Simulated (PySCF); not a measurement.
Te(SeH)2 (H2Se2Te), SMILES [SeH][Te][SeH].

The structure is a stationary point at B3LYP-D3(BJ)/def2-SVP. This is a generated structure with no PubChem entry under its InChIKey; it may be hypothetical. The def2 effective core potentials stand for the cores of Te; spin–orbit coupling is left out. The values are those of a single conformer.

Two levels are set side by side: PBE/def2-TZVPD (PySCF) and CAM-B3LYP/def2-TZVPD (PySCF). Same geometry, gas phase. Differences are taken from unrounded values.

```csv
quantity,CAM-B3LYP
orbital gap (eV),6.62
highest occupied level (eV),-8.03
lowest empty level (eV),-1.42
dipole moment (D),0.35
mean polarisability (bohr³),106.8
```

Question: What does PBE give, and how far is it from CAM-B3LYP? (Estimate from the structure and the level; the computed values follow.)

Answer: 
```json
[
 {"quantity": "orbital gap (eV)", "PBE": "2.66", "PBE minus CAM-B3LYP": "-3.96"},
 {"quantity": "highest occupied level (eV)", "PBE": "-5.73", "PBE minus CAM-B3LYP": "2.31"},
 {"quantity": "lowest empty level (eV)", "PBE": "-3.07", "PBE minus CAM-B3LYP": "-1.65"},
 {"quantity": "dipole moment (D)", "PBE": "0.24", "PBE minus CAM-B3LYP": "-0.11"},
 {"quantity": "mean polarisability (bohr³)", "PBE": "111.6", "PBE minus CAM-B3LYP": "4.8"}
]
```

Without exact exchange PBE keeps part of each electron's self-repulsion, which lifts occupied levels and narrows the gap. Loosely held outer electrons make PBE densities more polarisable. Differences between two approximate levels are no errors against the true value.

Rough cost on one machine, each run with all the roots and properties that it gave: CAM-B3LYP against PBE within a factor of 2.
